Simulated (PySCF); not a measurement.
CBr2ClF, SMILES FC(Cl)(Br)Br, point group Cs.

Force field and properties: PBE0/pcSseg-1 (PySCF, grid level 2). Vibrational terms come from second-order perturbation theory with semi-diagonal cubic constants, by steps of ±0.6 along the normal coordinates of each isotopologue. The parent has the commonest isotopes.

Equilibrium geometry (Å):

```json
{"atom": "F1", "x": "-0.1437", "y": "-0.2396", "z": "1.3778"}
{"atom": "C2", "x": "-0.0181", "y": "-0.0408", "z": "0.0683"}
{"atom": "Cl3", "x": "-0.7651", "y": "-1.3962", "z": "-0.7818"}
{"atom": "Br4", "x": "1.8685", "y": "0.0693", "z": "-0.3509"}
{"atom": "Br5", "x": "-0.9071", "y": "1.6187", "z": "-0.3821"}
```

**Question.** Give the equilibrium and ground-state rotational constants (MHz) of parent; ³⁷Cl at 3; ⁸¹Br at 4; ³⁷Cl at 3, ⁸¹Br at 4; ¹³C at 2; ¹³C at 2, ⁸¹Br at 4.

**Answer.** 
```tsv
species	Ae	Be	Ce	A0	B0	C0	Δ0 (u Å²)	harmonic ZPE (cm⁻¹)
parent	1907.3	1093.4	841.94	1899.9	1089.3	838.52	-127.266	2241
³⁷Cl at 3	1848.2	1092.4	830.77	1841	1088.3	827.4	-128.072	2234
⁸¹Br at 4	1902.8	1081.5	834.13	1895.4	1077.5	830.75	-127.323	2239
³⁷Cl at 3, ⁸¹Br at 4	1843.7	1080.6	823.12	1836.6	1076.6	819.79	-128.132	2232
¹³C at 2	1905.1	1093.1	841.66	1897.8	1089.1	838.33	-127.486	2196
¹³C at 2, ⁸¹Br at 4	1900.5	1081.3	833.85	1893.3	1077.4	830.56	-127.543	2194
```

Δ0 = Ic − Ia − Ib from the ground-state constants.

**Question.** How is the parent's vibrational correction B0 − Be made up?

**Answer.** 
```
axis  harmonic  Coriolis  cubic  total (MHz)
   a      1.73    -0.076  -9.14        -7.48
   b     0.837    -0.036  -4.89        -4.09
   c     0.343    -0.023  -3.74        -3.42
```

**Question.** And its quartic centrifugal distortion constants from the harmonic force field?

**Answer.** Asymmetric top, A reduction, Ir representation: ΔJ = 0.0892 kHz, ΔJK = -0.0714 kHz, ΔK = 0.364 kHz, δJ = 0.0244 kHz, δK = 0.0893 kHz.

A mode lies under 250 cm⁻¹, where this perturbation treatment is rough.
